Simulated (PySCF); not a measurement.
W(O)(NH)(OH)(NH2) (H4N2O2W), SMILES [NH2][W](=[NH])([OH])=[O], multiplicity 1. Geometry: PBE-D3(BJ)/def2-SVP. The multiplicity is an assumed one; no other spin state was optimised. The structure was generated by enumeration; whether it is a known compound was not checked. The def2 effective core potentials stand for the cores of W; spin–orbit coupling is left out. One conformer was computed; it need not be the lowest.

Method: PBE-D3(BJ)/def2-SVP run with PySCF.

Harmonic wavenumbers (cm⁻¹): 190, 210, 215, 229, 250, 301, 366, 427, 526, 598, 631, 656, 692, 712, 942, 975, 1464, 3477, 3515, 3580, 3761. Rotational constants (GHz): 3.557, 3.143, 3.092; symmetry number 1.

Problem. Work out the zero-point energy and the ideal-gas rigid-rotor harmonic-oscillator thermochemistry at 298.15 K and 1 atm.

Solution. ZPE = ½ Σ hcν = ½ × 23716 cm⁻¹ = 33.90 kcal/mol. H − E(el) = 39.20 kcal/mol. Entropy in cal/(mol K): translation 42.42, rotation 26.63, vibration 15.93, total 84.98. G − E(el) = 13.87 kcal/mol. Cp = 28.33 cal/(mol K).
